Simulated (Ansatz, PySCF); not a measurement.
Molecule: CClFI, net charge 0, doublet state. It need not be the lowest isomer of its formula. 
Geometry from a B3LYP-D3(BJ)/def2-TZVP (Ansatz, a first-principles code) optimisation:
SMILES: [C](Cl)(F)I
```xyz
4

F     -1.3685     0.0275    -1.5923
C     -1.0777     0.0362    -0.2955
Cl    -1.9059    -1.1969     0.5770
I      0.9657     0.3751     0.1188
```
Charge 0, spin multiplicity 2.

Total electronic energies in hartree. Correlated levels leave the core frozen unless marked. Open shells are spin-unrestricted. No spin-orbit coupling. The frozen core is the preceding noble-gas configuration, with the filled d and f shells of earlier blocks. Past Kr the def2 sets carry scalar-relativistic core potentials. STO-3G rows are all-electron and non-relativistic. CBS marks a two-point X^-3 extrapolation of the correlation energy; Hartree-Fock from the larger set. The bracket is a focal-point correction in the basis named.

```
level                                                              program  energy (Eh)
----------------------------------------------------------  --------------  -----------
HF/def2-SVP                                                         Ansatz   -893.12443
HF/def2-TZVPD                                                        PySCF   -893.47068
RI-HF/def2-TZVPP                                                    Ansatz   -893.46950
r2SCAN-D3(BJ)/def2-TZVPD                                    Ansatz + dftd3   -895.89009
r2SCAN-D4/def2-TZVPD                                        Ansatz + dftd4   -895.89002
B97M-V/def2-TZVPD                                                   Ansatz   -895.68845
B3LYP-D3(BJ)/def2-TZVPD                                     Ansatz + dftd3   -895.97604
B3LYP-D4/def2-TZVPD                                         Ansatz + dftd4   -895.97569
PBE0-D3(BJ)/def2-TZVP                                       Ansatz + dftd3   -895.58635
PBE0/def2-TZVP                                                      Ansatz   -895.58286
BHLYP/def2-TZVPD                                                    Ansatz   -895.74696
HSE06-D3(BJ)/def2-TZVPD                                     Ansatz + dftd3   -895.57259
HSE06/def2-TZVPD                                                    Ansatz   -895.56963
CAM-B3LYP/def2-TZVPD                                                 PySCF   -895.83362
LC-wPBE-D4/def2-TZVPD                                       Ansatz + dftd4   -895.69059
B2GP-PLYP-D3(BJ)/def2-TZVPD                                 Ansatz + dftd3   -895.22576
B2PLYP-D4/def2-TZVPD                                        Ansatz + dftd4   -895.37268
RPA@PBE/def2-QZVPP                                                  Ansatz   -894.70390
MP2/STO-3G                                                          Ansatz  -7440.73855
MP2/def2-TZVPP                                                      Ansatz   -894.17907
SCS-MP2/STO-3G                                                      Ansatz  -7440.74107
CCSD(T)/def2-SVP                                                    Ansatz   -893.69413
RI-MP2/CBS(def2-TZVPP,def2-QZVPP)+[CCSD(T)-MP2]/def2-TZVPP          Ansatz    -894.3887
```

Totals of different functionals don't rank their quality; only differences between species are comparable.
